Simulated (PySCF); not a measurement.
This PySCF input asks for the NMR shieldings of `C=CCO[Si@@](N)(O)NC`, C$_{4}$H$_{12}$N$_{2}$O$_{2}$Si; the geometry comes from GFN2-xTB.

```python
import basis_set_exchange as bse
import numpy as np
from pyscf import gto, dft
from pyscf.prop import nmr

atoms = """
C    -3.883821   -1.002332   -0.401911
C    -2.601095   -1.279257   -0.535019
C    -1.497715   -0.272768   -0.432810
O    -0.450887   -0.801968    0.332694
Si    0.965638   -0.054205    0.681321
N     0.878130    1.441747    1.536139
O     1.727900   -1.134189    1.632866
N     1.762533    0.355175   -0.787737
C     3.048555    1.016319   -0.826985
H    -4.230193   -0.000454   -0.207155
H    -4.641852   -1.761109   -0.493053
H    -2.262622   -2.289000   -0.720868
H    -1.126457   -0.028845   -1.438723
H    -1.862821    0.656568    0.021126
H     0.457843    2.242143    1.097670
H     0.704134    1.440561    2.525922
H     1.203227   -1.806205    2.060072
H     1.666957   -0.300368   -1.549757
H     3.160339    1.556389   -1.769691
H     3.883153    0.315802   -0.721022
H     3.090132    1.722940   -0.003552
"""
names = dict.fromkeys(["C", "O", "Si", "N", "H"], "pcSseg-1")
basis = {el: gto.basis.parse(bse.get_basis(n, elements=[el], fmt="nwchem")) for el, n in names.items()}
mol = gto.M(atom=atoms, basis=basis, charge=0, verbose=0)
mf = dft.RKS(mol, xc="PBE0")
mf.grids.level = 2
mf.grids.alignment = dft.numint.BLKSIZE   # the property module wants whole blocks of grid points
mf.conv_tol = 1e-9
mf.kernel()

calc = nmr.RKS(mf)   # GIAO
C = mf.mo_coeff
Co = C[:, mf.mo_occ > 0]
resp = mf.gen_response(singlet=True, hermi=2)
def vind(x):   # induced exchange potential for any number of trial vectors
    d = np.einsum("pi,xij,qj->xpq", C, 2 * x.reshape(-1, C.shape[1], Co.shape[1]), Co, optimize=True)
    return np.einsum("xpq,pi,qj->xij", resp(d - d.transpose(0, 2, 1)), C, Co, optimize=True).ravel()
mo1, _ = nmr.rhf.solve_mo1(calc, with_cphf=vind)
sigma = calc.kernel(mo1)
for i, s in enumerate(sigma):   # ppm
    w = np.linalg.eigvalsh((s + s.T) / 2)
    print("%2d %-2s iso %8.1f  s11 %8.1f  s22 %8.1f  s33 %8.1f" % (i, mol.atom_pure_symbol(i), w.mean(), *w))
```

Q: What are the results?

A: 
```
 0 C  iso     67.0  s11    -45.8  s22     82.3  s33    164.5
 1 C  iso     38.0  s11    -82.0  s22     48.5  s33    147.3
 2 C  iso    118.0  s11     95.5  s22    108.7  s33    149.8
 3 O  iso    276.5  s11    232.9  s22    256.8  s33    339.9
 4 Si iso    403.7  s11    384.1  s22    394.0  s33    433.2
 5 N  iso    248.6  s11    209.3  s22    261.5  s33    274.9
 6 O  iso    290.8  s11    262.4  s22    281.4  s33    328.7
 7 N  iso    237.3  s11    209.2  s22    221.6  s33    281.1
 8 C  iso    155.4  s11    132.6  s22    146.3  s33    187.2
 9 H  iso     26.3  s11     23.1  s22     25.5  s33     30.4
10 H  iso     26.4  s11     23.4  s22     25.5  s33     30.3
11 H  iso     25.4  s11     22.5  s22     24.5  s33     29.1
12 H  iso     27.2  s11     21.7  s22     28.3  s33     31.5
13 H  iso     27.5  s11     22.7  s22     27.0  s33     32.8
14 H  iso     31.2  s11     24.6  s22     27.1  s33     42.0
15 H  iso     31.5  s11     24.6  s22     26.5  s33     43.4
16 H  iso     29.9  s11     21.5  s22     24.8  s33     43.4
17 H  iso     31.7  s11     22.2  s22     31.2  s33     41.7
18 H  iso     29.0  s11     23.7  s22     26.8  s33     36.6
19 H  iso     28.8  s11     23.1  s22     26.8  s33     36.6
20 H  iso     28.6  s11     23.5  s22     28.7  s33     33.5
```

These numbers come from an equivalent density-fitted implementation of the same equations, which agrees with the script to about 0.01 ppm for H and up to a few tenths of a ppm for heavy atoms, so last digits may differ.

Size and cost of the density-fitted run: 220 basis functions, 84 s wall time on 1 thread of an Arm Neoverse N1, shared host; peak memory 0.9 GiB.
